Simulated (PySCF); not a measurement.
Functional dependence of a UV spectrum

Species: C2H5FSe.
SMILES: `C[Se]CF`

Linear-response calculations in the def2-SVPD basis (PySCF; singlets by full response, triplets Tamm–Dancoff, core orbitals frozen in the response; HF means time-dependent Hartree–Fock). 'Strongest' is the level of largest summed f among the singlets computed (10 roots, of which the last may lack a degenerate partner); it can jump between rows when another state enters that window. S1 is the lowest singlet of each run and needn't be the same state throughout; f(S1) is that of one state. Geometry: PBE0-D3(BJ)/def2-SVP, one conformer, isolated molecule. The LDA/def2-SVPD calculation is non-relativistic and has no spin–orbit coupling, an omission that weighs most on selenium.

```csv
functional,kind,S1 (eV),f(S1),strongest (eV),T1 (eV),HOMO (eV),gap (eV),"ionisation energy, ΔSCF (eV)"
LDA,LDA,4.69,0.001,7.11,4.33,-5.54,4.50,8.97
PBE,GGA,4.66,0.001,7.07,4.25,-5.41,4.51,8.75
B3LYP,"global hybrid, 20% exact exchange",4.80,0.001,7.53,4.37,-6.35,5.99,8.89
PBE0,"global hybrid, 25% exact exchange",4.92,0.001,7.74,4.44,-6.56,6.47,8.83
BHandHLYP,"global hybrid, 50% exact exchange",5.03,0.001,8.10,4.55,-7.60,8.15,8.80
CAM-B3LYP,range-separated hybrid,4.90,0.001,7.89,4.44,-7.88,8.57,8.93
wB97X-D,range-separated hybrid,4.98,0.001,8.01,4.56,-8.41,9.91,8.87
LC-wPBE,range-separated hybrid,5.08,0.000,8.36,4.53,-9.23,10.90,8.93
HF,Hartree–Fock,5.33,0.001,8.81,4.70,-9.18,11.12,not settled
```

S1 runs from 4.66 eV (PBE) to 5.33 eV (HF), a spread of 0.67 eV, while the orbital gap spreads over 6.6 eV. Along PBE (0%), B3LYP (20%), PBE0 (25%), BHandHLYP (50%), HF (100%) S1 rises with the share of exact exchange. −ε(HOMO) comes closest to its own ΔSCF ionisation energy with LC-wPBE (+0.30 eV) and misses most with LDA (-3.44 eV). 'Not settled' means that the ion's SCF failed to converge or may have ended in another state than the lowest.
